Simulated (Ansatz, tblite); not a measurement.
Forces on the cluster Ge₄H₆ at its PBE-D4/def2-SVP geometry. Charge 0, multiplicity 1.

The xTB rows come from tblite. The restricted singlet is unstable towards broken spin symmetry in Hartree–Fock (as tested in another run); at PBE-D4/def2-TZVP this wasn't settled. Another isomer (singlet) lies 0.36 eV lower at PBE0-D4/def2-TZVP; other spin states weren't run for this one.

GFN1-xTB (tblite), largest force 0.91 eV/Å:

```xyz
10
positions Å, forces eV/Å
Ge    0.948    0.903   -0.864   -0.735   -0.391   -0.054
Ge   -0.950   -0.904    0.862    0.737    0.391    0.057
Ge   -0.878    1.564    0.670    0.157   -0.280   -0.120
Ge    0.879   -1.563   -0.670   -0.159    0.280    0.119
H    -1.972    2.372   -0.080    0.588   -0.317    0.618
H     0.611   -2.224   -2.050    0.302    0.193    0.836
H    -0.128    0.806   -2.048    0.379    0.068    0.337
H     0.124   -0.808    2.047   -0.378   -0.067   -0.338
H     1.974   -2.370    0.082   -0.588    0.316   -0.619
H    -0.608    2.223    2.050   -0.303   -0.192   -0.836
```

GFN2-xTB (tblite), largest force 0.62 eV/Å:

```
Ge 0.331 0.174 0.024
Ge -0.328 -0.173 -0.025
Ge 0.284 -0.511 -0.218
Ge -0.288 0.509 0.218
H 0.079 0.101 0.432
H 0.261 -0.222 0.293
H -0.081 -0.072 0.060
H 0.081 0.072 -0.060
H -0.078 -0.101 -0.432
H -0.260 0.222 -0.293
```

PBE-D4/def2-TZVP (Ansatz), largest force 0.07 eV/Å:

```
Ge -0.051 -0.040 0.022
Ge 0.052 0.040 -0.022
Ge 0.000 -0.001 0.000
Ge -0.001 0.001 0.000
H 0.040 -0.028 0.032
H 0.012 0.021 0.053
H 0.016 -0.009 0.041
H -0.015 0.010 -0.041
H -0.040 0.028 -0.032
H -0.013 -0.021 -0.053
```
